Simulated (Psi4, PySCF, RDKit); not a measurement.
Internal rotation in C9H8S2, SMILES Cc1ccsc1-c1ccsc1. Scanned: dihedral S5–C6–C7–C8; all other coordinates were relaxed at GFN2-xTB. Points at φ and −φ are mirror images. Heavy atoms are numbered in the order of the SMILES Cc1ccsc1-c1ccsc1, hydrogens after them in the order of the atoms that carry them; the mirror image has the same energies with the sign of each dihedral reversed.

Methods: UFF // GFN2-xTB (RDKit); PBE-D3(BJ)/def2-SVP // GFN2-xTB (Psi4); RHF/3-21G = restricted Hartree-Fock/3-21G, density fitting // GFN2-xTB in PySCF.

Energies in eV, each method relative to its own lowest point.

| φ / ° | UFF | PBE-D3(BJ)/def2-SVP | RHF/3-21G |
|---|---|---|---|
| -160 | 0.035 | 0.025 | 0.073 |
| -140 | 0.000 | 0.017 | 0.016 |
| -120 | 0.061 | 0.053 | 0.001 |
| -100 | 0.146 | 0.101 | 0.002 |
| -80 | 0.146 | 0.100 | 0.003 |
| -60 | 0.070 | 0.052 | 0.000 |
| -40 | 0.016 | 0.008 | 0.003 |
| -20 | 0.038 | 0.000 | 0.040 |
| 0 | 0.099 | 0.009 | 0.078 |
| 20 | 0.038 | 0.000 | 0.040 |
| 40 | 0.016 | 0.008 | 0.003 |
| 60 | 0.070 | 0.052 | 0.000 |
| 80 | 0.146 | 0.100 | 0.003 |
| 100 | 0.146 | 0.101 | 0.002 |
| 120 | 0.061 | 0.053 | 0.001 |
| 140 | 0.000 | 0.017 | 0.016 |
| 160 | 0.035 | 0.025 | 0.073 |
| 180 | 0.100 | 0.045 | 0.121 |
